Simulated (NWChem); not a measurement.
CH7FN2Si; SMILES NC[Si@H](N)F

```xyz
12

N      0.0729     2.3183    -0.0836
C      0.7496     1.0873     0.3885
Si     0.0116    -0.5032    -0.3087
N     -1.6213    -0.6297     0.2297
F      0.9503    -1.7577     0.1338
H      0.1842     2.4015    -1.0937
H     -0.9305     2.2288     0.0746
H      1.8159     1.1640     0.1427
H      0.7103     1.0754     1.4868
H     -0.0456    -0.5009    -1.7934
H     -2.2734    -1.2202    -0.2730
H     -1.8342    -0.6283     1.2211
```
Atoms are numbered in this order, from 1.

Results from NWChem. The geometry was optimised at B3LYP/6-31G* (spherical d). Hybrids' shares of exact exchange are those that their runs print; pure functionals count as 0. The functionals differ in more than this share.

```
row                    share of exact exchange  highest occupied level (eV)
---------------------  -----------------------  ---------------------------
PBE/def2-SVP                              0.00                        -4.91
KT2/def2-SVP                              0.00                        -5.08
B3LYP/def2-SVP                            0.20                        -6.15
PW6B95/def2-SVP                           0.28                        -6.55
MPW1K/def2-SVP                            0.43                     withheld
Hartree-Fock/def2-SVP                     1.00                       -10.13
```

**Question.** Fit a straight line of the last column on the one before it, predict the withheld value, and compare with the run.

**Answer.** 
1. Means of the 5 shown rows: x = 0.296, y = -6.564. Slope Σ(x − x̄)(y − ȳ)/Σ(x − x̄)² = -3.479/0.6803 = -5.114; intercept -5.050.
2. The shown rows scatter about the line by 0.080 (root mean square); the largest residual is +0.14, at PBE/def2-SVP.
3. At x = 0.43 (MPW1K/def2-SVP; inside the shown range) the line gives -7.25.
4. The run gives -7.58, -0.33 from the line, 4.1 times the scatter.
